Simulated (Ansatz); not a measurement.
The same ligand exchange along the group F, Cl, Br.

Gas-phase electronic energies from Ansatz, PBE0-D4/def2-TZVP geometries. CCSD(T)/CBS is the MP2 limit (def2-TZVPP, def2-QZVPP) plus CCSD(T) − MP2 in def2-TZVPP, frozen cores. This one scheme is used for every species. DFT in def2-TZVPP. For Br outer-core shells are correlated without core-valence functions, which leaves a few kJ/mol of doubt a bond. Scalar relativity is left out up to krypton. Each species was taken in one conformer, which may not be the lowest.

| reaction | CCSD(T)/CBS(def2) (eV) |
| --- | --- |
| `F[Si]S` + dimethylamine → `CN(C)[Si]F` + H₂S | -0.32 |
| `S[Si]Cl` + dimethylamine → `CN(C)[Si]Cl` + H₂S | ? |
| `S[Si]Br` + dimethylamine → `CN(C)[Si]Br` + H₂S | -0.22 |

Question: Fill in the missing values. (Best estimate.)

Answer: Ansatz gave: `S[Si]Cl` + dimethylamine → `CN(C)[Si]Cl` + H₂S: -0.22 eV.

Largest T1 diagnostic: 0.015, for `F[Si]S`.
